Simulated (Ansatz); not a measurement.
`[OH][Mg][F]` + dimethylamine → `C[N](C)[Mg][F]` + H₂O  (ligand exchange at a Mg–O bond)

Isolated molecules relaxed with PBE0-D4/def2-TZVP in Ansatz; ΔE leaves out vibrations. CBS: MP2 limit from def2 TZ/QZ plus the TZ coupled-cluster correction, frozen cores. This one scheme is used for every species. Functionals use def2-TZVPP. B3LYP here is the variant with VWN-RPA as its local correlation; programs differ in this. HSE06 is defined as in plane-wave codes. For Mg outer-core shells are correlated without core-valence functions, which leaves a few kJ/mol of doubt a bond. Each species was taken in one conformer, which may not be the lowest.

**Question.** Is it downhill or uphill in electronic energy at CCSD(T)/CBS, and by how much? (Best estimate.)

**Answer.** The calculation gave: Uphill: ΔE = +72.3 kJ/mol.

**Question.** What do these levels give: LDA (SPW92), r2SCAN-D4, PBE0-D4, r2SCANh-D4, HSE06-D4, CAM-B3LYP-D4, ωB97M-V, r2SCAN, B3LYP, BHLYP, CCSD/def2-SVP, CCSD(T)/def2-TZVPP? (Best estimate.)

**Answer.** Ansatz gave: LDA (SPW92) 68.1, r2SCAN-D4 77.4, PBE0-D4 72.1, r2SCANh-D4 77.8, HSE06-D4 71.6, CAM-B3LYP-D4 80.6, ωB97M-V 76.7, r2SCAN 78.2, B3LYP 80.2, BHLYP 84.6, CCSD/def2-SVP 79.6, CCSD(T)/def2-TZVPP 70.6 kJ/mol.

Largest T1 diagnostic among the species: 0.011.

From BLYP to BHLYP (50 % exact exchange), in def2-TZVPP and without D4, ΔE moves by +6.5 kJ/mol. At CCSD(T), def2-SVP lies +4.6 kJ/mol from the extrapolated value and def2-TZVPP −1.7 kJ/mol.
